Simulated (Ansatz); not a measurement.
Geometry optimisation, RKS revPBE-D4/def2-SVP (Ansatz).

The input (input.yaml):

```yaml
crystal:
  periodic: [false, false, false]
  atoms:
    - { symbol: Ge, position_ang: [-0.637191, 0.05926, -0.47031] }
    - { symbol: Cl, position_ang: [0.057464, 0.013099, 2.89463] }
    - { symbol: F, position_ang: [0.968687, -0.14453, 0.183576] }
    - { symbol: Cl, position_ang: [-0.500613, 1.925276, -1.548621] }
    - { symbol: Cl, position_ang: [-0.837857, -1.669683, -1.762133] }
    - { symbol: S, position_ang: [-2.567045, 0.129965, 0.682643] }
    - { symbol: H, position_ang: [-2.763008, -1.209961, 0.495753] }
    - { symbol: H, position_ang: [-1.279137, 0.023775, 2.936962] }
basis:
  gaussian: { orbitals: def2-SVP }
hamiltonian:
  xc: revpbe
  dispersion: d4
relax:
  f_tol: 0.03
  max_steps: 50
```

Run as:

```bash
$ ansatz run input.yaml --threads 4 --pin off --max-ram 5120MiB --backend cpu --events-out ev --progress --plain --runs-dir out
```

Task: Where does it end, and by what steps?

Result: It converged. After 34 steps the energy has fallen by 0.480 eV; H8 moved furthest, 1.50 Å.

| step | energy less start (eV) | largest force component (eV/Å) | accepted |
| --- | --- | --- | --- |
| 0 | 0.0000 | 0.983 | yes |
| 2 | -0.1561 | 1.397 | yes |
| 4 | -0.2455 | 0.622 | yes |
| 6 | -0.2671 | 0.159 | yes |
| 8 | -0.2715 | 0.242 | yes |
| 10 | -0.2759 | 0.131 | yes |
| 12 | -0.2774 | 0.074 | yes |
| 14 | -0.2784 | 0.102 | yes |
| 16 | -0.2806 | 0.064 | yes |
| 18 | -0.2810 | 0.062 | yes |
| 20 | -0.2846 | 0.304 | yes |
| 22 | -0.2936 | 0.190 | yes |
| 24 | -0.2882 | 1.194 | no |
| 26 | -0.3365 | 0.238 | yes |
| 28 | -0.3846 | 0.806 | yes |
| 30 | -0.4702 | 0.229 | yes |
| 32 | -0.4795 | 0.041 | yes |
| 34 | -0.4804 | 0.014 | yes |

```xyz
8
Properties=species:S:1:pos:R:3
Ge -0.885 0.180 -0.607
Cl -0.688 -1.154 2.973
F 0.344 0.621 0.602
Cl -0.667 1.560 -2.240
Cl -0.311 -1.800 -1.233
S -2.887 0.365 0.289
H -2.462 -0.321 1.400
H -0.003 -0.324 2.228
```

Whether the end is a true minimum wasn't checked by a vibrational analysis.

Run time: 63 s on 4 threads of Arm Neoverse V1, with other jobs on the host, peak memory 0.21 GiB.
